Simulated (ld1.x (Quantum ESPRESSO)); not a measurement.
## u(r) = r·R(r): atom against pseudo-atom (Mo)

Columns: radius, all-electron u(r) and pseudo u(r) of the 5p shell (level -9.01 eV) of molybdenum in the configuration [Kr] 4d4.5 5s0 5p0; PBEsol, scalar-relativistic, TM semilocal scheme, ld1.x (Quantum ESPRESSO) 7.5.

```tsv
r (bohr)	all-electron	pseudo
0.148	0.0211	-0.0020
0.295	-0.1605	-0.0081
0.443	-0.0770	-0.0182
0.590	0.0901	-0.0322
0.738	0.2165	-0.0501
0.885	0.2691	-0.0717
1.033	0.2573	-0.0972
1.180	0.2009	-0.1260
1.328	0.1180	-0.1585
1.475	0.0240	-0.1942
1.623	-0.0728	-0.2332
1.770	-0.1649	-0.2748
1.918	-0.2500	-0.3188
2.065	-0.3249	-0.3638
2.213	-0.3898	-0.4088
2.360	-0.4438	-0.4514
2.508	-0.4879	-0.4902
2.655	-0.5222	-0.5226
2.802	-0.5477	-0.5478
2.950	-0.5655	-0.5655
3.098	-0.5760	-0.5760
3.245	-0.5804	-0.5804
3.393	-0.5795	-0.5795
3.540	-0.5740	-0.5740
3.688	-0.5647	-0.5647
3.835	-0.5522	-0.5522
```

Question: How many radial nodes do the two functions have?

Answer: The all-electron 5p function has n − l − 1 = 3; the pseudo-wave has 0, since the states of the same l below it are removed with the core.

Question: At about which radius was the pseudo-wave matched?

Answer: 2.95 bohr. The columns agree to 0.0005 from 2.65 bohr on; several derivatives are matched, so the curves merge somewhat inside the radius.

Question: Where does each function peak?

Answer: Outermost all-electron maximum near 3.25 bohr, pseudo maximum near 3.25 bohr (to the table’s step).

Question: Is the pseudo-wave norm-conserving?

Answer: Yes: the TM semilocal scheme keeps the norm inside the radius equal to the all-electron one, which fixes the energy derivative of the logarithmic derivative at the level.
